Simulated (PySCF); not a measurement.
**Simulated characterisation data**

- NMR shieldings at PBE0/pcSseg-1/GIAO
- J: B3LYP/pcJ-1 (spin–dipole term left out of most H,H and C,H couplings)
- GFN2-xTB structure
- code: PySCF 2.14.0 with density-fitted response routines
- one averaged value for each set of equivalent atoms, non-relativistic Hamiltonian, in vacuum, one computed conformer

δ = σ(ref) − σ, references computed at the same level: TMS for 1H (σ = 31.72 ppm), 13C (σ = 186.93 ppm). Multiplet labels drop J under 1 Hz and among equivalent protons, and merge close values. Unscaled 3J(H,H) run several per cent high. Splittings of carbon signals by F and P are missing where no couplings were computed. Where no couplings were computed, multiplicities follow the n + 1 count of equivalent neighbours, and m marks all less simple cases (inequivalent or close neighbours, rings, F or P nearby). Shifts are as computed. Against solution values, carbons near 30 ppm lie about +3 ppm off and those near 130 ppm about +5 ppm. Of 1211 compounds with measured shifts, 218 miss one by over three times the rms of a fit or turn the order of signals round; such compounds aren't used in these exercises.

**1.** `C([P@]1(=O)C(C=C)=C(C)C=C1)=C`, C₉H₁₁OP. 1H NMR (600 MHz, computed): δ 7.16 (m, 1H), 6.90 (m, 1H), 6.75 (m, 1H), 6.68 (m, 1H), 6.34 (m, 1H), 6.22 (m, 1H), 6.01 (m, 1H), 5.72 (m, 1H), 2.07 (s, 3H). 13C{1H} NMR (computed): δ 150.7, 147.9, 143.4, 142.5, 142.0, 138.1, 134.2, 130.8, 17.6.

**2.** SMILES C/C=P\c1cccc(F)c1, C₈H₈FP. 1H NMR (600 MHz, computed): δ 8.96 (m, 1H), 7.71 (m, 1H), 7.44 (m, 1H), 7.33 (m, 1H), 7.32 (m, 1H), 2.19 (m, 3H). 13C{1H} NMR (computed): δ 201.6 (CH), 172.2 (C), 151.9 (C), 135.7 (CH), 132.7 (CH), 125.8 (CH), 121.1 (CH), 25.0 (CH3).

**3.** `InChI=1S/C3H5N3/c1-6-4-2-3-5-6/h2-3H,1H3`. 1H NMR (600 MHz, computed): δ 7.62 (s, 2H), 4.28 (s, 3H). 13C{1H} NMR (computed): δ 138.4, 41.6.
